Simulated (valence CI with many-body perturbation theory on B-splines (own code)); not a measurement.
Questions on Se²¹⁺

Computed by valence CI with perturbative core correlation (CI+MBPT): three valence electrons over a frozen Dirac-Fock core [Ne], radial functions for each j: 11 s, 11 p, 10 d, 8 f, 5 g, 2 h, with the one-electron correlation potential Σ1 (screened to all orders), the two-electron term Σ2, the three-electron term Σ3, Breit, model QED; selected single and double excitations, second order for the rest, scaled by the run's own slope (own B-spline code, finite nucleus).

No measured spectrum was set against this ion. As an estimate, levels of excited configurations hold to 0.05 to 0.15 % of their energy, terms of the ground configuration to about 0.5 %.

Names give the largest LS component (configuration and term), which can be under half, so a name can repeat, a term be missing and a line seem to break the LS rules; names also repeat where a configuration has a term twice.

Rates and lifetimes use the calculated energies. Strong lines usually hold to 10 to 20 %, long lifetimes can be off by a factor of two.

**Question.** What is the ground level?

**Answer.** 3s²3p ²P°_1/2, composition 98 % 3s²3p ²P°, g = 0.663.

**Question.** Among levels below 442.83 eV, which E1 lines absorb most strongly from the ground level?

**Answer.** to 3s²3d ²D_3/2 at 13.16 nm, f = 0.312; to 3s3p² ²P_1/2 at 16.88 nm, f = 0.230; to 3s3p² ²P_3/2 at 14.76 nm, f = 0.133.

**Question.** How well does LS coupling describe the low levels?

**Answer.** Among the lowest 20 levels the leading LS term, summed over configurations, holds 87 % on average. For single configurations the figures are 79 % in LS and 73 % in jj coupling. Terms mix most in the J = 1/2 level at 82.54 eV, where the leading one holds 56 %.

**Question.** How is the term ²P° of the ground level split?

**Answer.** J = 1/2 at 0.00, J = 3/2 at 9.13 eV.

**Question.** What is the ionisation energy?

**Answer.** 893.78 eV; NIST lists 887 ± 4 eV (semi-empirical).
